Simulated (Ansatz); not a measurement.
Program: Ansatz. Geometries: PBE0-D4/def2-TZVP. ΔE: electronic, gas phase. CBS: MP2 limit from def2 TZ/QZ plus the TZ coupled-cluster correction, frozen cores. This one scheme is used for every species. DFT in def2-TZVPP. For Ga outer-core shells are correlated without core-valence functions, which leaves a few kJ/mol of doubt a bond. Scalar relativity is left out up to krypton. Each species was taken in one conformer, which may not be the lowest.

Reaction (redistribution): `F[SiH2][N]([SiH3])[GaH2]` + `C[SiH3]` → `C[SiH2]F` + `[SiH3][N]([SiH3])[GaH2]`

`F[SiH2][N]([SiH3])[GaH2]`:

Cartesian coordinates in Å:
```
F 0.919 1.613 1.913
Si -0.289 1.389 0.884
N -0.003 0.036 -0.120
Si -0.300 -1.587 0.435
Ga 0.731 0.267 -1.815
H -0.371 2.614 0.055
H -1.501 1.191 1.712
H 0.953 -2.387 0.449
H -1.271 -2.279 -0.454
H -0.853 -1.533 1.814
H 0.955 -1.054 -2.615
H 1.030 1.729 -2.259
```

`C[SiH3]`:

```xyz
8

C     0.230   -0.922   -0.269
Si   -0.206    0.825    0.241
H    -0.522   -1.326   -0.949
H     0.289   -1.577    0.603
H     1.197   -0.947   -0.778
H    -0.288    1.715   -0.949
H     0.822    1.376    1.165
H    -1.521    0.856    0.936
```

`C[SiH2]F`:

Z-matrix (Å, degrees):
```
C
Si 1 1.853
H 1 1.094 2 110.1
H 1 1.092 2 111.0 3 -119.6
H 1 1.092 2 111.1 3 119.7
F 2 1.604 1 109.4 3 179.8
H 2 1.485 1 111.5 3 61.3
H 2 1.485 1 111.5 3 -61.7
```

`[SiH3][N]([SiH3])[GaH2]`:

Z-matrix (Å, degrees):
```
Si
N 1 1.735
H 1 1.485 2 109.3
H 1 1.490 2 110.9 3 120.3
H 1 1.489 2 111.0 3 -120.3
Si 2 1.735 1 119.0 3 -178.3
Ga 2 1.854 1 120.5 3 1.8
H 6 1.489 2 111.0 1 60.8
H 6 1.485 2 109.3 1 -178.8
H 6 1.490 2 110.9 1 -58.5
H 7 1.559 2 116.1 1 179.9
H 7 1.559 2 116.1 1 -0.0
```

| level | ΔE (kJ/mol) |
| --- | --- |
| PBE0 | 17.2 |
| SCS-MP2/def2-TZVPP | 16.8 |

(1) What does CCSD(T)/CBS give? (Best estimate.)

Largest T1 diagnostic among the species: 0.014.

Results:

(1) The calculation gave: +16.9 kJ/mol. The listed levels differ from it by 0.3, -0.1 kJ/mol.
